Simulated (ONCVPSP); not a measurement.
**Scattering properties, ONCV potential for oxygen (O)**

O (Z = 8), optimised norm-conserving Vanderbilt (ONCV), made with ONCVPSP 4.0.1 (PBE, scalar-relativistic). Core [He], reference 2s1 2p5. Waves: 2s: rc 0.85 bohr, ncon 4, nbas 7, qcut 8.8 1/bohr, local; 2p: rc 1.90 bohr, ncon 4, nbas 8, qcut 5.7 1/bohr, 2 projectors, debl 2.9 Ha. Local part: the s channel. Core correction: polynomial model core, fcfact 0.7.

The phase is arctan(r·R′/R) of the radial function R(r), unwrapped; energies in Ha, scanned from -2 to 5 Ha. A pole is an energy at which the radial function vanishes at the test radius. The pseudo phase is shifted by a multiple of π to meet the all-electron one at the reference energy, and phase errors are pseudo minus all-electron; the curves can meet again beyond the range given. Levels narrower than the energy grid can be missing from the lists of poles.

| channel | radius (bohr) | reference energy (Ha) | poles, all-electron | poles, pseudo | unbroken range about the reference energy with phases within 0.05 rad | phase error 1 Ha above the reference energy (rad) |
| --- | --- | --- | --- | --- | --- | --- |
| s | 0.86 | -0.90 | none | none | the whole range | -0.001 |
| p | 1.92 | -0.35 | -0.03, 4.12 | -0.03, 4.17 | the whole range | +0.005 |

Phases in the p channel:

```
E (Ha)  all-electron  pseudo
 -1.98         1.192   1.192
 -1.80         1.160   1.161
 -1.62         1.119   1.120
 -1.44         1.065   1.066
 -1.26         0.986   0.988
 -1.08         0.862   0.864
 -0.90         0.639   0.642
 -0.72         0.182   0.185
 -0.54        -0.578  -0.577
 -0.36        -1.146  -1.146
 -0.18        -1.431  -1.431
  0.00        -1.597  -1.596
  0.18        -1.716  -1.714
  0.36        -1.820  -1.818
  0.54        -1.929  -1.925
  0.72        -2.058  -2.053
  0.90        -2.234  -2.226
  1.08        -2.495  -2.483
  1.26        -2.883  -2.867
  1.44        -3.356  -3.341
  1.62        -3.759  -3.750
  1.80        -4.029  -4.025
  1.98        -4.202  -4.200
  2.16        -4.318  -4.318
  2.34        -4.401  -4.401
  2.52        -4.463  -4.463
  2.70        -4.511  -4.511
  2.88        -4.550  -4.549
  3.06        -4.582  -4.582
  3.24        -4.610  -4.609
  3.42        -4.635  -4.633
  3.60        -4.657  -4.655
  3.78        -4.677  -4.674
  3.96        -4.696  -4.692
  4.14        -4.714  -4.709
  4.32        -4.732  -4.726
  4.50        -4.750  -4.741
  4.68        -4.768  -4.757
  4.86        -4.787  -4.773
```
